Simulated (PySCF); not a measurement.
**Electron correlation in Ga (gallium, neutral)**

[Ar] 3d10 4s1 4p1 5s1, high-spin 4P determinant (an excited configuration). All numbers are calculated (PySCF 2.14, a scalar-relativistic core potential, in aug-cc-pVTZ-PP with ECP10MDF (6s5p4d2f, 55 functions)). Frozen: 3s2 3p6 3d10; 3 electrons correlated.

```tsv
level	correlation energy (mhartree)
CCSD	-9.94
(T)	-0.10
CCSD(T)	-10.04
```

Diagnostics: T1 = 0.014, D1 = 0.0323, largest double amplitude 0.039.

**Question.** Is a single reference adequate?

**Answer.** Yes, within this model without spin-orbit coupling: T1 lies below 0.03 and no double amplitude reaches 0.07.
